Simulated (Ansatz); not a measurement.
H$_{5}$InSe, SMILES `[SeH2+][InH3-]`, 7 atoms. Charge 0, multiplicity 1. Correlated methods include outer-core shells of In, Se, which these sets cover unevenly. Scalar relativity is left out up to krypton. In takes the def2 core potential. All runs use 4 threads of an Arm Neoverse V2 on a shared host. Correlated methods freeze the cores. Open-shell runs search over several starts.

Question: Give the basis size and wall time and peak host memory of each of these runs in Ansatz. RHF-CCSD(T)/def2-SVP energy; RKS ωB97M-V/def2-TZVPP energy and forces; RHF-CCSD(T)/def2-TZVPP energy; direct RPA on PBE orbitals/def2-TZVPP energy; RKS PBE0-D4/def2-TZVP frequencies; RKS B2PLYP (frozen core)/def2-TZVPP energy; UKS ωB97M-V/def2-TZVPP energy of the cation; RKS PBE0-D4/def2-QZVPP energy; UKS B3LYP-D4/def2-TZVPP energy of the cation; RKS SPW92 (LDA)/def2-TZVPP energy; RKS PBE0-D4/def2-SVP energy; RHF-MP2/def2-QZVPP energy. (Best estimate.)

Answer: Computed: Other jobs shared the machine, so times are rough.

```tsv
level	job	functions	wall time	peak host memory (GiB)
RKS SPW92 (LDA)/def2-TZVPP	energy	168	0.7 s	0.09
RKS PBE0-D4/def2-SVP	energy	83	0.8 s	0.33
RHF-CCSD(T)/def2-SVP	energy	83	2.3 s	0.33
direct RPA on PBE orbitals/def2-TZVPP	energy	168	2.8 s	0.33
RKS B2PLYP (frozen core)/def2-TZVPP	energy	168	2.8 s	0.33
RKS PBE0-D4/def2-QZVPP	energy	321	3.9 s	0.8
RKS ωB97M-V/def2-TZVPP	energy and forces	168	6.5 s	0.36
RHF-MP2/def2-QZVPP	energy	321	7 s	1
UKS B3LYP-D4/def2-TZVPP	energy of the cation	168	17 s	0.68
RHF-CCSD(T)/def2-TZVPP	energy	168	33 s	1.4
UKS ωB97M-V/def2-TZVPP	energy of the cation	168	44 s	0.93
RKS PBE0-D4/def2-TZVP	frequencies	128	44 s	0.33
```

B3LYP here is the variant with VWN-RPA as its local correlation; programs differ in this.
